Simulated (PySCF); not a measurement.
## Where the electron goes

Compound: C₅H₇N₃S.
SMILES with atom numbers: `[CH3:1][S:2][c:3]1[cH:4][c:5]([CH3:6])[n:7][n:8][n:9]1` (hydrogens: H10, H11, H12 on C1; H13 on C4; H14, H15, H16 on C6)

Structure used (GFN2-xTB), in Å, numbered top down from 1:
```xyz
16
C5H7N3S angstrom
C      3.351   -0.483   -0.226
S      2.187   -0.018    1.083
C      0.691   -0.045    0.192
C     -0.526    0.257    0.808
C     -1.641    0.198   -0.016
C     -3.018    0.489    0.471
N     -1.502   -0.130   -1.307
N     -0.347   -0.394   -1.797
N      0.737   -0.364   -1.103
H      3.084   -1.463   -0.606
H      3.301    0.253   -1.021
H      4.336   -0.497    0.230
H     -0.584    0.517    1.853
H     -3.069    1.504    0.862
H     -3.723    0.380   -0.349
H     -3.284   -0.197    1.273
```

Level of theory: PySCF 2.14.0, density-fitted response routines, TDDFT CAM-B3LYP/def2-SVPD, vertical, gas phase, core orbitals frozen in the response.

Frontier orbitals with the atoms that hold most of them (Löwdin shares over 4%, at most four atoms; ? is withheld):

| orbital | ε (eV) | atoms |
| --- | --- | --- |
| LUMO+2 | 0.97 | S2 57%, C1 10%, H13 7%, H12 5% |
| LUMO+1 | -0.22 | C3 22%, C5 20%, N9 15%, N7 15% |
| LUMO | -0.65 | ? |
| HOMO | -8.32 | N8 45%, N7 23%, N9 16%, C5 6% |
| HOMO-1 | -8.34 | S2 55%, C3 9%, C4 8%, C1 8% |
| HOMO-2 | -9.28 | N9 37%, N7 33%, C3 6%, N8 6% |
| HOMO-3 | -10.28 | C5 20%, N9 19%, C4 18%, N8 11% |

(1) Give the leading atoms of the LUMO.

(2) How does S1 compare with the orbital gap of 7.67 eV?

(3) One configuration dominates each of S3 and S5. Which, and how do the shares of the two leading atoms of either orbital change from the occupied to the empty one?

## Answers

(1) N8 (bonded to 2 N) 25%; C4 (bonded to 2 C and H) 21%; N9 (bonded to C and N) 12%; N7 (bonded to C and N) 12%. By element: nitrogen 49%, carbon 21% or more.

(2) S1 is at 3.55 eV (f = 0.0046), 4.12 eV below the gap, made of HOMO→LUMO (97%). 

(3) 
- S3 (4.46 eV, f 0.0000), HOMO-2→LUMO (96%): N9 37% → 12%, N7 33% → 12%, N8 6% → 25%, C4 at most 6% → 21%
- S5 (5.03 eV, f 0.0046), HOMO-2→LUMO+1 (98%): N9 37% → 15%, N7 33% → 15%, C3 6% → 22%, C5 at most 6% → 20%

One conformer stands for the species.
